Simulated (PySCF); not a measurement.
Ta: electron affinity

Ta⁻ [Xe] 4f14 5d4 6s2 (5D) → Ta [Xe] 4f14 5d3 6s2 (4F), as a difference of total energies. Computed with PySCF 2.14 in aug-cc-pwCVDZ-PP with ECP60MDF (6s6p5d3f, 70 functions), with a scalar-relativistic core potential. Correlated levels: valence: 5s2 5p6 frozen. The calculations carry no spin-orbit coupling.

```json
{"method": "UHF", "electron affinity (eV)": "-0.440"}
{"method": "MP2 (valence)", "electron affinity (eV)": "-0.160"}
{"method": "SCS-MP2 (valence)", "electron affinity (eV)": "-0.654"}
{"method": "CCSD (valence)", "electron affinity (eV)": "0.140"}
{"method": "CCSD(T) (valence)", "electron affinity (eV)": "0.222"}
```

The reference lies between the lowest fine-structure levels, while these numbers refer to the centres of the terms.

Errors of the correlated levels include the incompleteness of this basis and the frozen core.

A negative affinity means that the anion lies above the atom at that level of theory.

The coupled-cluster amplitudes are large for Ta⁻ (T1 above 0.03 or a double amplitude above 0.15), so a single reference is strained.

For comparison: 0.329 eV (measured; photodetachment measurements, as compiled on the Wikipedia data page of electron affinities).
